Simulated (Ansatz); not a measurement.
```yaml
crystal:
  periodic: [false, false, false]
  atoms:
    - {symbol: N, position_ang: [0.829867, 1.445077, -0.184522]}
    - {symbol: Zr, position_ang: [-0.207973, -0.206629, -0.591333]}
    - {symbol: N, position_ang: [-0.241717, -1.264783, 1.091011]}
    - {symbol: F, position_ang: [0.593741, -1.212741, -2.014764]}
    - {symbol: I, position_ang: [-2.789428, 0.461997, -1.255157]}
    - {symbol: H, position_ang: [1.783409, 1.737265, -0.558942]}
    - {symbol: H, position_ang: [0.547440, 2.212899, 0.382935]}
    - {symbol: H, position_ang: [0.124805, -1.003433, 1.990565]}
    - {symbol: H, position_ang: [-0.584275, -2.221078, 1.144158]}
basis:
  gaussian: {orbitals: STO-3G, fitting: {mean_field: def2-universal-jkfit}}
magnetization: {spin_polarized: true, initial_magnetization: 0}
hamiltonian: {xc: {name: PBE1PBE}, dispersion: d3bjatm}
output: {forces: true}
```

```sh
$ ansatz run in.yaml --threads 2 --pin off --events-out ev --progress --plain --max-ram 32768MiB --backend cpu
```

How does Ansatz answer? (An estimate is asked.)

The calculation gave: The program refused the input.
```
Error: YAML parse error: error: line 16 column 19: hamiltonian.xc: no functional is named "PBE1PBE"; the names, which are not case-sensitive, are SVWN5, SPW92, PBE, PBE0, PBEsol, revPBE, revPBE0, RPBE, rPW86-PBE, HSE06, wPBEh, LC-wPBE, HISS, HF, BLYP, B3LYP, B3LYP5, BHLYP, CAM-B3LYP, r2SCAN, r2SCANh, r2SCAN0, r2SCAN50, m-r2SCAN, B97, wB97, wB97X, wB97X-V, B97M-V, wB97M-V, B2PLYP, B2GP-PLYP, PBE0-DH, PBE-QIDH
14 |   gaussian: {orbitals: STO-3G, fitting: {mean_field: def2-universal-jkfit}}
15 | magnetization: {spin_polarized: true, initial_magnetization: 0}
16 | hamiltonian: {xc: {name: PBE1PBE}, dispersion: d3bjatm}
17 | output: {forces: true}
```

HSE06 is defined as in plane-wave codes.
